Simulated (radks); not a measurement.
Results of a calculation; reference values are marked as such.
These are the eigenvalues of the occupied orbitals of an atom or ion with whole-number occupations (hartree). Code: a radial shooting solver on a logarithmic mesh with Libxc functionals. Model: non-relativistic Kohn-Sham, PBE, spin-polarised, spherical densities, point nucleus.

| orbital | eigenvalue |
|---|---|
| 1s up | -162.7205 |
| 1s down | -162.7074 |
| 2s up | -19.32830 |
| 2s down | -19.31762 |
| 2p up | -16.32801 |
| 2p down | -16.31215 |
| 3s up | -3.88493 |
| 3s down | -3.82614 |
| 3p up | -3.08877 |
| 3p down | -3.03235 |

Which element is it, and in what charge state? The configuration may be excited. Open shells, if any, are filled with parallel spins first.

Answer. Z = 21, scandium, charge +4: Sc4+ in [Ne] 3s2 3p5. The list shows which subshells hold electrons but not how many an open one holds; the 1s level, -162.72 hartree, gives Z - s = 18.0 by -(Z - s)^2/2, which with screening narrows Z to a few neighbours, and the depths of the outer levels then fix element, charge and occupations together.
